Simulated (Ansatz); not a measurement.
## Predicting a hybrid from its neighbours: C2F5

C2F5 has 7 atoms, charge 0, and is taken as a doublet. SMILES: `F[C](F)C(F)(F)F`. Geometry: relaxed at PBE0-D4/def2-TZVP.

The electronic atomisation energy y, in eV, basis cc-pVDZ; a is the functional's share of exact exchange. Programs: Ansatz 0.2.0.

```
functional  program     a  y (eV)
  U-revPBE   Ansatz     0   28.91
      UPBE   Ansatz     0   30.74
    UB3LYP   Ansatz   0.2   28.26
     UPBE0   Ansatz  0.25       ?
 U-r2SCAN0   Ansatz  0.25   27.57
    UBHLYP   Ansatz   0.5   26.00
```

Question: Fit y = c + s·a to the known rows and predict UPBE0.

Answer: 
1. Means of the 5 rows: a = 0.1900, y = 28.296.
2. Σ(Δa)² = 0.172, Σ(Δa·Δy) = -1.3367, so the slope is -1.3367/0.172 = -7.7715.
3. Intercept: 28.296 − (-7.7715) × 0.1900 = 29.773. The largest residual of the fit is 0.97.
4. UPBE0: 29.773 + (-7.7715) × 0.25 = 27.83 eV.

The run gave 28.81 eV, so the prediction is off by -0.98 eV, about the scatter of the fit. The rows mix families of semi-local functionals, which the line can't see.
